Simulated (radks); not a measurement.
Cl3+, configuration [Ne] 3s1.5 3p2 4p0.5 (fractional occupations, a model configuration). Calculated with a radial shooting solver on a logarithmic mesh with Libxc functionals: scalar-relativistic Kohn-Sham, B86b exchange with PBE correlation, spin-polarised, spherical densities, finite nucleus; open shells are filled with parallel spins first; Fermi nuclear charge, rms radius 3.3654 fm.

Normalised radial functions P(r) = r R(r), r in bohr:

r	4p up
0.007423	0.0014
0.01099	0.0030
0.01626	0.0062
0.02406	0.0127
0.03561	0.0252
0.0527	0.0477
0.07799	0.0847
0.1154	0.1366
0.1708	0.1904
0.2528	0.2091
0.3771	0.1329
0.5582	-0.0633
0.826	-0.2933
1.222	-0.3264
1.809	0.0350
2.677	0.5193
3.963	0.5704
5.864	0.2270
8.679	0.0265

4p up: eigenvalue -18.855 eV, 2 radial nodes at r = 0.502, 1.76 bohr, <r> = 3.56 bohr, 90 % of the charge inside 5.11 bohr.
